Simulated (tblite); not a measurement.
Record of a relaxation.

Species: C8H14N2.
Numbering: `[CH3:1][CH2:2][CH2:3][CH2:4][n:5]1[n:6][cH:7][cH:8][c:9]1[CH3:10]` (hydrogens: H11, H12, H13 on C1; H14, H15 on C2; H16, H17 on C3; H18, H19 on C4; H20 on C7; H21 on C8; H22, H23, H24 on C10)

Computed with GFN2-xTB (tblite), gas phase: L-BFGS steps from a force-field or distance-geometry start until the largest atomic force falls under 0.01 eV/Å. 8 of its 70 geometries are shown.

Step 0: E = -819.5358 eV, largest atomic force 1.752 eV/Å
```
atom  x, y, z in Å  |  force x, y, z in eV/Å
C1      3.168    0.790    0.337   -0.228   0.409   0.088
C2      1.682    0.447    0.477    0.346  -0.204   0.586
C3      1.418   -1.000    0.050   -0.369   0.355   0.037
C4     -0.052   -1.401    0.236   -0.283  -0.572   0.505
N5     -0.980   -0.708   -0.617    0.070   0.000  -0.400
N6     -0.991   -1.007   -1.942   -0.871   1.191   0.945
C7     -1.932   -0.213   -2.449    0.374  -0.338   0.229
C8     -2.535    0.587   -1.460   -0.192   0.023  -0.370
C9     -1.907    0.241   -0.283    0.353  -0.271  -0.374
C10    -2.131    0.743    1.099    0.149   0.080   0.205
H11     3.781    0.133    0.948   -0.023  -0.013  -0.021
H12     3.477    0.697   -0.703    0.024   0.026   0.083
H13     3.333    1.826    0.667    0.045  -0.341  -0.162
H14     1.099    1.143   -0.113   -0.164   0.035  -0.210
H15     1.389    0.583    1.537    0.085  -0.109  -0.367
H16     1.694   -1.119   -0.992   -0.050  -0.017  -0.222
H17     2.041   -1.674    0.634   -0.011  -0.045   0.116
H18    -0.171   -2.482    0.025    0.165   0.312  -0.029
H19    -0.360   -1.255    1.290    0.151   0.091  -0.398
H20    -2.135   -0.255   -3.501   -0.071   0.057  -0.021
H21    -3.338    1.310   -1.592    0.447  -0.392   0.052
H22    -1.206    1.171    1.506   -0.157  -0.191  -0.010
H23    -2.884    1.537    1.123    0.100  -0.257  -0.202
H24    -2.471   -0.071    1.751    0.111   0.171  -0.060
```

Step 10: E = -819.6176 eV, largest atomic force 0.042 eV/Å
```
atom  x, y, z in Å  |  force x, y, z in eV/Å
C1      3.159    0.796    0.339   -0.021  -0.001  -0.006
C2      1.682    0.446    0.485   -0.017  -0.020  -0.009
C3      1.399   -0.991    0.051    0.005  -0.004  -0.005
C4     -0.062   -1.407    0.249    0.003   0.011  -0.007
N5     -0.970   -0.697   -0.611   -0.011   0.019   0.004
N6     -0.990   -0.977   -1.915    0.010   0.009   0.001
C7     -1.925   -0.212   -2.440    0.029  -0.012  -0.011
C8     -2.531    0.581   -1.460    0.010   0.008   0.020
C9     -1.891    0.242   -0.286    0.001   0.025   0.025
C10    -2.115    0.739    1.098    0.006  -0.006  -0.008
H11     3.772    0.134    0.946   -0.015  -0.002  -0.006
H12     3.474    0.699   -0.698   -0.011  -0.007  -0.001
H13     3.342    1.819    0.658   -0.003   0.005  -0.002
H14     1.085    1.130   -0.121   -0.005   0.009   0.015
H15     1.387    0.571    1.531   -0.006   0.016  -0.003
H16     1.657   -1.113   -1.002   -0.022   0.006   0.016
H17     2.020   -1.672    0.637    0.019   0.003  -0.029
H18    -0.155   -2.471    0.014   -0.007  -0.031   0.017
H19    -0.362   -1.242    1.286   -0.014  -0.004   0.010
H20    -2.135   -0.255   -3.490    0.004  -0.001  -0.029
H21    -3.320    1.295   -1.590    0.028  -0.023   0.016
H22    -1.200    1.157    1.518   -0.026   0.004  -0.005
H23    -2.878    1.513    1.081    0.035  -0.021   0.011
H24    -2.456   -0.067    1.751    0.010   0.017  -0.014
```

Step 20: E = -819.6200 eV, largest atomic force 0.030 eV/Å
```
atom  x, y, z in Å  |  force x, y, z in eV/Å
C1      3.146    0.795    0.335   -0.010   0.009  -0.004
C2      1.670    0.447    0.487   -0.009  -0.026  -0.007
C3      1.394   -0.990    0.049   -0.008  -0.011  -0.004
C4     -0.063   -1.413    0.258   -0.010   0.016  -0.006
N5     -0.963   -0.699   -0.608   -0.023   0.005   0.005
N6     -0.976   -0.975   -1.912   -0.003  -0.015   0.011
C7     -1.909   -0.208   -2.441    0.019  -0.016  -0.001
C8     -2.517    0.583   -1.460    0.004   0.005   0.008
C9     -1.880    0.243   -0.284   -0.011   0.009   0.015
C10    -2.107    0.740    1.098   -0.002  -0.011   0.019
H11     3.758    0.132    0.942    0.000   0.005  -0.005
H12     3.457    0.694   -0.702   -0.004  -0.007  -0.009
H13     3.332    1.819    0.650    0.002   0.016   0.006
H14     1.071    1.131   -0.118   -0.002  -0.001   0.012
H15     1.379    0.573    1.533   -0.004  -0.010  -0.014
H16     1.633   -1.103   -1.010   -0.001   0.008   0.010
H17     2.033   -1.670    0.617   -0.004  -0.002   0.001
H18    -0.161   -2.479    0.029    0.014   0.013   0.004
H19    -0.369   -1.242    1.292    0.021  -0.004   0.005
H20    -2.117   -0.254   -3.491    0.009   0.012  -0.022
H21    -3.309    1.293   -1.586    0.009   0.015  -0.011
H22    -1.195    1.161    1.523   -0.014   0.003  -0.017
H23    -2.873    1.512    1.083    0.027  -0.012  -0.006
H24    -2.447   -0.067    1.749    0.000  -0.001   0.010
```

Step 30: E = -819.6220 eV, largest atomic force 0.030 eV/Å
```
atom  x, y, z in Å  |  force x, y, z in eV/Å
C1      3.127    0.800    0.326    0.002   0.006  -0.003
C2      1.655    0.444    0.487    0.004  -0.018  -0.007
C3      1.386   -0.992    0.042   -0.009  -0.017   0.004
C4     -0.066   -1.421    0.269   -0.010  -0.001  -0.012
N5     -0.972   -0.714   -0.596   -0.005  -0.005  -0.002
N6     -0.970   -0.986   -1.901   -0.001  -0.006   0.003
C7     -1.886   -0.206   -2.439    0.008   0.004   0.004
C8     -2.497    0.590   -1.464    0.005   0.003   0.004
C9     -1.880    0.239   -0.280    0.005   0.002   0.004
C10    -2.102    0.738    1.103    0.000   0.002   0.006
H11     3.745    0.140    0.932    0.004   0.007   0.001
H12     3.432    0.693   -0.713   -0.001   0.008  -0.006
H13     3.314    1.825    0.636   -0.005   0.012   0.002
H14     1.047    1.129   -0.109    0.005  -0.006   0.010
H15     1.367    0.560    1.536    0.016   0.000  -0.014
H16     1.612   -1.095   -1.021   -0.010   0.005   0.004
H17     2.036   -1.673    0.594    0.009   0.006   0.015
H18    -0.160   -2.489    0.047   -0.002   0.007   0.012
H19    -0.356   -1.243    1.307   -0.010  -0.014  -0.025
H20    -2.075   -0.239   -3.494   -0.001  -0.003   0.008
H21    -3.277    1.312   -1.601    0.008   0.009   0.004
H22    -1.188    1.162    1.517    0.003   0.004  -0.001
H23    -2.866    1.510    1.089   -0.007  -0.003  -0.007
H24    -2.436   -0.066    1.760   -0.007  -0.003  -0.004
```

Step 39: E = -819.6231 eV, largest atomic force 0.020 eV/Å
```
atom  x, y, z in Å  |  force x, y, z in eV/Å
C1      3.119    0.808    0.316   -0.005  -0.001   0.001
C2      1.651    0.438    0.486   -0.005  -0.007   0.003
C3      1.381   -0.998    0.042   -0.008  -0.009   0.010
C4     -0.070   -1.432    0.276   -0.006   0.008  -0.007
N5     -0.977   -0.727   -0.590    0.001   0.000  -0.005
N6     -0.971   -0.995   -1.895    0.001  -0.004  -0.002
C7     -1.873   -0.202   -2.437    0.001   0.002   0.001
C8     -2.479    0.601   -1.464    0.001  -0.004  -0.002
C9     -1.875    0.237   -0.277    0.007   0.002  -0.004
C10    -2.101    0.737    1.105    0.001   0.007  -0.004
H11     3.747    0.157    0.921    0.005  -0.002  -0.010
H12     3.422    0.706   -0.724   -0.009   0.001   0.000
H13     3.293    1.835    0.626   -0.002   0.004  -0.007
H14     1.034    1.122   -0.101   -0.004  -0.005   0.006
H15     1.375    0.549    1.538   -0.009   0.005  -0.002
H16     1.596   -1.099   -1.023    0.008  -0.005   0.016
H17     2.037   -1.676    0.591    0.004  -0.008  -0.001
H18    -0.163   -2.501    0.058    0.002   0.020   0.000
H19    -0.364   -1.252    1.312    0.017  -0.007  -0.008
H20    -2.057   -0.232   -3.493   -0.001   0.002   0.010
H21    -3.246    1.335   -1.604    0.005   0.000   0.004
H22    -1.190    1.167    1.518    0.001  -0.001   0.013
H23    -2.868    1.506    1.087   -0.010   0.005  -0.001
H24    -2.434   -0.066    1.764    0.005  -0.002  -0.010
```

Step 49: E = -819.6240 eV, largest atomic force 0.022 eV/Å
```
atom  x, y, z in Å  |  force x, y, z in eV/Å
C1      3.107    0.816    0.304   -0.009  -0.002  -0.003
C2      1.644    0.429    0.491   -0.002   0.007  -0.003
C3      1.381   -1.009    0.049   -0.007   0.007   0.008
C4     -0.071   -1.440    0.280   -0.007   0.005  -0.005
N5     -0.975   -0.731   -0.585    0.001  -0.001  -0.010
N6     -0.971   -1.002   -1.890    0.007   0.005  -0.010
C7     -1.862   -0.198   -2.435    0.004   0.011   0.000
C8     -2.459    0.613   -1.464    0.001  -0.002  -0.009
C9     -1.861    0.244   -0.276   -0.002  -0.004  -0.009
C10    -2.099    0.740    1.105   -0.001  -0.004  -0.002
H11     3.751    0.172    0.900   -0.010   0.005  -0.010
H12     3.395    0.718   -0.740   -0.004   0.002   0.006
H13     3.271    1.846    0.611    0.001  -0.011  -0.005
H14     1.016    1.106   -0.092   -0.004  -0.002  -0.003
H15     1.374    0.543    1.545    0.011  -0.016  -0.003
H16     1.598   -1.109   -1.016    0.011  -0.006   0.016
H17     2.036   -1.688    0.598    0.002   0.011   0.001
H18    -0.165   -2.508    0.059   -0.002   0.008   0.000
H19    -0.362   -1.263    1.317   -0.002  -0.005  -0.004
H20    -2.045   -0.226   -3.492    0.004  -0.007   0.020
H21    -3.216    1.358   -1.605    0.005  -0.007  -0.002
H22    -1.195    1.175    1.531    0.008   0.001   0.002
H23    -2.872    1.503    1.082   -0.003   0.008   0.006
H24    -2.432   -0.070    1.755   -0.002  -0.003   0.017
```

Step 59: E = -819.6246 eV, largest atomic force 0.019 eV/Å
```
atom  x, y, z in Å  |  force x, y, z in eV/Å
C1      3.093    0.822    0.290   -0.005  -0.002   0.000
C2      1.636    0.424    0.494    0.006   0.009   0.002
C3      1.381   -1.016    0.058    0.004   0.012   0.008
C4     -0.072   -1.446    0.281    0.003  -0.002  -0.003
N5     -0.971   -0.731   -0.584   -0.002  -0.002  -0.005
N6     -0.963   -1.000   -1.889   -0.004   0.001  -0.007
C7     -1.849   -0.192   -2.436   -0.003   0.002   0.004
C8     -2.445    0.622   -1.465   -0.005  -0.001   0.000
C9     -1.854    0.248   -0.275    0.000   0.002  -0.004
C10    -2.096    0.740    1.107    0.002  -0.003  -0.001
H11     3.747    0.180    0.877    0.000   0.013  -0.008
H12     3.370    0.727   -0.757   -0.007   0.004   0.009
H13     3.255    1.852    0.597    0.004  -0.014  -0.004
H14     0.995    1.096   -0.081    0.004  -0.003   0.001
H15     1.378    0.533    1.551    0.006   0.007  -0.003
H16     1.609   -1.123   -1.004   -0.008  -0.004   0.012
H17     2.035   -1.688    0.617   -0.011  -0.005   0.000
H18    -0.169   -2.512    0.054   -0.001  -0.013   0.001
H19    -0.367   -1.273    1.318    0.000  -0.003   0.000
H20    -2.034   -0.223   -3.491    0.012   0.011   0.009
H21    -3.196    1.372   -1.609   -0.005  -0.007   0.001
H22    -1.195    1.176    1.537    0.007   0.003  -0.009
H23    -2.872    1.502    1.084    0.006   0.003   0.001
H24    -2.429   -0.070    1.757   -0.003  -0.007  -0.002
```

Step 69: E = -819.6254 eV, largest atomic force 0.009 eV/Å
```
atom  x, y, z in Å  |  force x, y, z in eV/Å
C1      3.078    0.829    0.272   -0.003  -0.003   0.000
C2      1.628    0.421    0.502    0.005   0.000   0.001
C3      1.377   -1.024    0.076    0.005   0.006   0.002
C4     -0.077   -1.455    0.284    0.005   0.001   0.000
N5     -0.969   -0.734   -0.584    0.001   0.001  -0.002
N6     -0.954   -0.995   -1.891    0.000   0.001  -0.003
C7     -1.834   -0.181   -2.438    0.001  -0.003   0.001
C8     -2.434    0.628   -1.466    0.000   0.002   0.003
C9     -1.850    0.246   -0.275    0.001   0.002   0.001
C10    -2.089    0.738    1.107   -0.002  -0.002   0.001
H11     3.748    0.190    0.844    0.001   0.004  -0.007
H12     3.335    0.740   -0.781   -0.001   0.002   0.005
H13     3.240    1.859    0.580   -0.001  -0.006  -0.005
H14     0.973    1.085   -0.068    0.007  -0.004   0.004
H15     1.387    0.535    1.562   -0.007   0.000  -0.006
H16     1.617   -1.140   -0.982   -0.001   0.005   0.004
H17     2.025   -1.691    0.649   -0.003  -0.001  -0.001
H18    -0.171   -2.519    0.049   -0.001  -0.005   0.002
H19    -0.381   -1.290    1.320   -0.006   0.004  -0.001
H20    -2.008   -0.201   -3.495    0.001  -0.001  -0.001
H21    -3.185    1.378   -1.609    0.000   0.003  -0.003
H22    -1.184    1.172    1.533   -0.004  -0.006   0.000
H23    -2.861    1.503    1.087    0.002  -0.002   0.000
H24    -2.422   -0.072    1.756    0.000   0.004   0.005
```

Task: Summarise the path.

Result: The energy falls by 0.0896 eV from step 0 to step 69; nine tenths of that is first reached at step 8. It falls at every step. The largest force goes from 1.752 to 0.009 eV/Å. Among the bonds N5–N6 changes most, from 1.359 to 1.333 Å; the atoms move by 0.094 Å rms after alignment.

Task: Follow the three bonds and two angles with the largest change from start to end.

Result: 
```
step  E above end (eV)  largest force (eV/Å)  N5–N6 (Å)  C8–H21 (Å)  C4–H19 (Å)  C3–C4–N5 (°)  H18–C4–H19 (°)
   0            0.0896                 1.752      1.359       1.089       1.108         114.9           106.2
   3            0.0187                 0.182      1.334       1.071       1.090         113.6           108.2
   6            0.0104                 0.115      1.333       1.070       1.092         113.4           109.0
   9            0.0081                 0.043      1.333       1.072       1.091         113.0           109.2
  12            0.0071                 0.040      1.333       1.071       1.092         112.9           109.0
  15            0.0063                 0.042      1.333       1.071       1.092         112.5           109.0
  18            0.0058                 0.026      1.333       1.071       1.092         112.2           109.0
  21            0.0052                 0.031      1.333       1.071       1.092         112.1           108.9
  24            0.0043                 0.039      1.333       1.071       1.091         112.0           108.9
  27            0.0038                 0.033      1.333       1.071       1.092         111.9           109.1
  30            0.0034                 0.030      1.333       1.071       1.092         111.7           109.2
  33            0.0030                 0.022      1.333       1.071       1.091         111.7           109.0
  36            0.0027                 0.025      1.333       1.071       1.091         111.7           109.0
  39            0.0023                 0.020      1.333       1.071       1.092         111.5           109.1
  42            0.0021                 0.022      1.333       1.071       1.092         111.5           109.0
  45            0.0018                 0.024      1.333       1.071       1.092         111.5           109.0
  48            0.0015                 0.020      1.333       1.071       1.092         111.5           109.1
  51            0.0012                 0.021      1.333       1.071       1.092         111.4           109.1
  54            0.0010                 0.021      1.333       1.071       1.092         111.4           109.1
  57            0.0009                 0.024      1.333       1.071       1.092         111.4           109.1
  60            0.0007                 0.022      1.333       1.071       1.092         111.4           109.2
  63            0.0004                 0.023      1.333       1.071       1.092         111.3           109.2
  66            0.0001                 0.020      1.333       1.071       1.091         111.4           109.1
  69            0.0000                 0.009      1.333       1.071       1.092         111.4           109.1
```

What follows is the cost of the whole relaxation. Time: 0.53 s. Hardware: an Arm Neoverse V1 with one thread, on a shared host.
